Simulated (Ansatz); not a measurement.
Reaction (substitution at a C–O bond): `CO/C=C/F` + HI → `F/C=C\I` + CH₃OH

Program: Ansatz. Geometries: PBE0-D4/def2-TZVP. ΔE: electronic, gas phase. CCSD(T)/CBS adds triple-zeta CCSD(T) − MP2 to the extrapolated MP2 energy (def2 sets, frozen cores). This one scheme is used for every species. Double bonds are as drawn, so ΔE can hold a change between cis and trans. DFT in def2-TZVPP. Elements past krypton have def2 core potentials. For I outer-core shells are correlated without core-valence functions, which leaves a few kJ/mol of doubt a bond. Each species was taken in one conformer, which may not be the lowest.

Problem. Is it downhill or uphill in electronic energy at CCSD(T)/CBS, and by how much? (Estimate.)

Solution. The calculation gave: Downhill: ΔE = -21.8 kJ/mol.

Problem. What do these levels give: PBE-D4, PBE0-D4, ωB97M-V, B2PLYP, r2SCAN, PBE0, SCS-MP2/def2-TZVPP, CCSD/def2-TZVPP, HF/def2-QZVPP, MP2/def2-QZVPP, MP2/CBS(def2), CCSD/CBS(def2)? (An estimate is asked.)

Solution. Ansatz gave: PBE-D4 -12.6, PBE0-D4 -12.2, ωB97M-V -11.4, B2PLYP -14.9, r2SCAN -10.5, PBE0 -11.9, SCS-MP2/def2-TZVPP -22.3, CCSD/def2-TZVPP -14.7, HF/def2-QZVPP -8.1, MP2/def2-QZVPP -29.0, MP2/CBS(def2) -31.2, CCSD/CBS(def2) -20.6 kJ/mol.

Largest T1 diagnostic among the species: 0.012.

In def2-TZVPP, CCSD(T) changes the Hartree–Fock value by −8.8 kJ/mol (the triples alone add −1.2 kJ/mol) and MP2 by −18.1 kJ/mol.
